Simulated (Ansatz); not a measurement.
C9H6N4, SMILES C1=CC2=NC=CC3=NC=CC(=N1)N23. Atoms are numbered in the order given.

```xyz
19

C      0.7969    -2.5969     0.0000
C     -0.5542    -2.3359     0.0000
C     -1.0086    -0.9900     0.0000
N     -2.2987    -0.6912     0.0000
C     -2.6475     0.6083     0.0000
C     -1.7458     1.6479     0.0000
C     -0.3530     1.3685     0.0000
N      0.5507     2.3363     0.0000
C      1.8506     1.9886     0.0000
C      2.3000     0.6880     0.0000
C      1.3617    -0.3785     0.0000
N      1.7480    -1.6451     0.0000
N      0.0000     0.0000     0.0000
H      1.1578    -3.6328     0.0000
H     -1.3148    -3.1165     0.0000
H     -3.7250     0.8137     0.0000
H     -2.0416     2.6969     0.0000
H      2.5672     2.8191     0.0000
H      3.3564     0.4196     0.0000
```
Charge 0, spin multiplicity 1.

Coordinates come from a r2SCAN-D4/def2-SVP optimisation.

Two levels are set side by side: PBE-D3(BJ)/def2-SVP (Ansatz, a quantum-chemistry and plane-wave program) and r2SCAN-D4/def2-SVP (Ansatz). Each level has its own optimised geometry; the coordinates shown are those of the second. Differences are taken from unrounded values.

| quantity | r2SCAN-D4 | PBE-D3(BJ) | PBE-D3(BJ) minus r2SCAN-D4 |
|---|---|---|---|
| mean bond length (Å) | 1.295 | 1.302 | 0.006 |
| bond C1–C2 (Å) | 1.376 | 1.383 | 0.007 |
| bond C1–N12 (Å) | 1.346 | 1.351 | 0.006 |
| bond C2–C3 (Å) | 1.421 | 1.426 | 0.006 |
| bond C3–N4 (Å) | 1.324 | 1.331 | 0.007 |
| bond C3–N13 (Å) | 1.413 | 1.419 | 0.006 |
| bond N4–C5 (Å) | 1.346 | 1.351 | 0.006 |
| bond C5–C6 (Å) | 1.376 | 1.383 | 0.007 |
| bond C6–C7 (Å) | 1.421 | 1.426 | 0.006 |
| bond C7–N8 (Å) | 1.324 | 1.331 | 0.007 |
| bond C7–N13 (Å) | 1.413 | 1.419 | 0.006 |
| bond N8–C9 (Å) | 1.346 | 1.351 | 0.006 |
| bond C9–C10 (Å) | 1.376 | 1.383 | 0.007 |
| bond C10–C11 (Å) | 1.421 | 1.426 | 0.006 |
| bond C11–N12 (Å) | 1.324 | 1.331 | 0.007 |
| bond C11–N13 (Å) | 1.413 | 1.419 | 0.006 |
| bond C1–H14 (Å) | 1.097 | 1.104 | 0.007 |

On these quantities the two levels nearly agree.
